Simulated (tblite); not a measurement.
Compound: C₇H₁₀F₂O.
Cartesian coordinates in Å at the GFN2-xTB level; atoms count from 1:
```
atom  x, y, z in Å
C1     2.588    1.450   -0.492
C2     1.601    0.594   -0.676
C3     0.931   -0.154    0.426
C4     0.836   -1.678    0.169
C5    -0.624   -1.499   -0.254
F6    -1.519   -2.380    0.299
C7    -0.615   -0.089    0.363
O8    -1.134    0.960   -0.430
C9    -2.496    1.079   -0.390
F10   -2.917    1.548    0.834
H11    2.976    1.669    0.490
H12    3.051    1.968   -1.314
H13    1.222    0.394   -1.668
H14    1.354    0.134    1.389
H15    0.914   -2.265    1.080
H16    1.508   -2.079   -0.585
H17   -0.794   -1.504   -1.333
H18   -1.073   -0.087    1.357
H19   -2.788    1.826   -1.135
H20   -3.025    0.125   -0.543
```

Computed with GFN2-xTB (tblite): harmonic, unscaled wavenumbers at the GFN2-xTB geometry, gas phase. Against measured fundamentals such values can be off by several per cent, at times by over 20. One conformer, not necessarily the lowest.

Harmonic wavenumbers (cm⁻¹): 37.7, 56.3, 65.6, 105.3, 146.4, 205.9, 295.9, 316.2, 346.5, 395.8, 424.4, 503.8, 564.9, 669.3, 742.3, 851.9, 869.9, 900.2, 958.4, 966.8, 984.5, 1017.5, 1026.0, 1036.9, 1048.2, 1092.8, 1107.3, 1112.5, 1146.1, 1175.5, 1195.6, 1204.7, 1219.7, 1231.3, 1246.3, 1257.6, 1299.7, 1309.1, 1320.2, 1327.0, 1416.1, 1424.3, 1455.5, 1715.3, 2870.9, 2933.2, 2957.8, 2959.9, 2985.9, 3028.5, 3033.7, 3078.6, 3102.8, 3133.6.

A = 1522, B = 1022, C = 672.5 MHz; mass 148.070 u (most abundant isotopes); point group C1, symmetry number 1.

What is the zero-point energy?

½Σν̃ = 34439 cm⁻¹ = 98.47 kcal/mol.

Entropy at 350 K, 1 bar (ideal gas, RRHO, classical rotation)?

Translation 41.71, rotation 30.59, vibration 37.16: S = 109.5 cal/(mol K).

And Cp and H(350 K) − H(0)?

Cp = 44.75 cal/(mol K), of which vibrations give 36.80 (their classical limit is 54 R = 107.3); H(350 K) − H(0) = 9.26 kcal/mol without the zero-point energy, 6.48 from vibrations.

Which modes carry the vibrational entropy at 350 K?

37.7 cm⁻¹: 5.69; 56.3 cm⁻¹: 4.90; 65.6 cm⁻¹: 4.60; 105.3 cm⁻¹: 3.67; 146.4 cm⁻¹: 3.03; 205.9 cm⁻¹: 2.38 cal/(mol K); the other 48 give 12.90 together.

Blend soft modes into free rotors: weight 1/[1 + (100 cm⁻¹/ν̃)⁴] for the oscillator and the rest for a rotor with moment μB/(μ + B), μ = h/(8π²ν), B = 10⁻⁴⁴ kg m². What vibrational entropy results?

32.93 cal/(mol K) in place of 37.16, which changes −T·S at 350 K by +1.48 kcal/mol.

What must be added to the electronic energy to get the Gibbs energy at 350 K and 1 bar?

ZPE + [H(350 K) − H(0)] − T·S = 98.47 + 9.26 − 38.31 = 69.42 kcal/mol.

Hindered rotation and anharmonicity are outside this model. Other conformers, if any are populated, would add a mixing term that is left out. The structure is chiral; the term R ln 2 for an equal mix with its mirror image is left out.

Hardware: one thread of an Arm Neoverse N1, shared host with 64 logical CPUs at a one-minute load of 60. Cost: 1.3 s. The figure is for the frequency step alone.
